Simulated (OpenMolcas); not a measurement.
**2s² 2p along the 5-electron sequence**

| Item | Value |
| --- | --- |
| Program | OpenMolcas 26.06 |
| Method | XMS-CASPT2, IPEA 0.25 Eh, imaginary shift 0.1 Eh |
| Basis | ANO-R2 |
| Scalar Hamiltonian | X2C, finite nucleus |
| Spin-orbit coupling | state interaction with AMFI integrals over the reference wave functions, term energies averaged over their components |

Active space for each ion: 3 electrons in 8 orbitals (2s 2p 3s 3p); closed shells correlated by CASPT2: 1s.

Computed levels in cm-1 above ²P°_1/2:

```
                                Level    C+  O3+  F4+
                              ²P°_3/2  58.4  374  720
weight of ²P° in the lowest level (%)   100  100  100
```

Measured, with the error of the calculation in %. Measured levels: C+ from NIST Handbook of Basic Atomic Spectroscopic Data; O3+ from Moore, Selected Tables of Atomic Spectra, NSRDS-NBS 3, section 10; F4+ from Moore, Atomic Energy Levels, vol. I, NSRDS-NBS 35 (1971 reprint of NBS Circular 467, 1949).

```tsv
Level	C+	O3+	F4+
²P°_3/2	63.4 (-7.9)	386 (-3.1)	746 (-3.5)
```

The fine-structure level ²P°_3/2 changes by a factor of 12.3 from C+ to F4+. Its fourth root runs 2.76, 4.40, 5.18, with steps per unit of Z of 0.82, 0.78; equal steps would mean a (Z - σ)^4 law with constant σ.

Over all roots computed the reference weight is 0.89 to 0.99 in C+; the roots of lowest weight are the least certain, and an intruder state may touch them. The run also gave levels led by 2s² 3p, which use shells meant for correlation; these and all levels above them are left out (holds for C+). Active for correlation alone: 3p 3s; no level in the range computed is led by a configuration that fills them, so any true level of that kind is missing (holds for O3+; F4+). Measured partners are found by configuration, term and J. A level has none where our copy of the source lacks it or the pairing is in doubt (some pairs that miss far off the trend of their configuration count as doubtful), and it then counts in no deviation. Only configurations of the active space appear.

° marks odd parity.
